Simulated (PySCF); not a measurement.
SMILES FC=C=C=C=C(F)[SiH3], C5H4F2Si

Geometry:
| atom | x (Å) | y (Å) | z (Å) |
| --- | --- | --- | --- |
| F1 | 4.484 | 0.507 | -0.150 |
| C2 | 3.564 | -0.169 | 0.525 |
| C3 | 2.309 | -0.265 | 0.136 |
| C4 | 1.078 | -0.399 | -0.189 |
| C5 | -0.153 | -0.535 | -0.517 |
| C6 | -1.443 | -0.587 | -0.797 |
| F7 | -1.943 | -1.573 | -1.560 |
| Si8 | -2.717 | 0.676 | -0.199 |
| H9 | 3.958 | -0.633 | 1.436 |
| H10 | -2.017 | 1.659 | 0.672 |
| H11 | -3.788 | -0.037 | 0.556 |
| H12 | -3.321 | 1.352 | -1.384 |

Theory: PySCF, quadratic response CAM-B3LYP/aug-cc-pVDZ first hyperpolarisability, Taylor convention, gas phase. Geometry: PBE0-D3(BJ)/def2-SVP.

(1) Give the tensor of the static β(0;0,0) in the axes of these coordinates.

## Answers

(1) In au, Taylor convention; rows are the first index (the induced dipole):
|  | xx | yy | zz | xy | xz | yz |
| --- | --- | --- | --- | --- | --- | --- |
| x | +156.3 | +36.8 | -7.4 | -30.0 | -106.6 | -10.6 |
| y | -30.0 | -29.4 | -22.2 | +36.8 | -10.6 | -12.1 |
| z | -106.6 | -12.1 | -41.8 | -10.6 | -7.4 | -22.2 |

Norm of βᵢ = ⅓ Σⱼ (βᵢⱼⱼ + βⱼᵢⱼ + βⱼⱼᵢ): 258.7 au, hyper-Rayleigh value 108.8 au.
